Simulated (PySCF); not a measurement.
Correlation energy of Cr(2+) (chromium, charge +2)

[Ar] 3d3 4p1, one real determinant (an excited configuration). Computed with PySCF 2.14 in def2-QZVPPD, with the non-relativistic Hamiltonian (point nucleus). Frozen: [Ar]; 4 electrons correlated.

```csv
level,correlation energy (mhartree)
CCSD,-30.80
(T),-0.63
CCSD(T),-31.43
```

Diagnostics: T1 = 0.0056, D1 = 0.0134, largest double amplitude 0.078.

The real determinant used has ⟨L²⟩ near 14 against 20 for a pure G term, so it mixes terms.

Cost of the coupled-cluster step: roughly 20 core-seconds, for 4 correlated electrons.

The reference is one real determinant that mixes LS terms of this configuration.
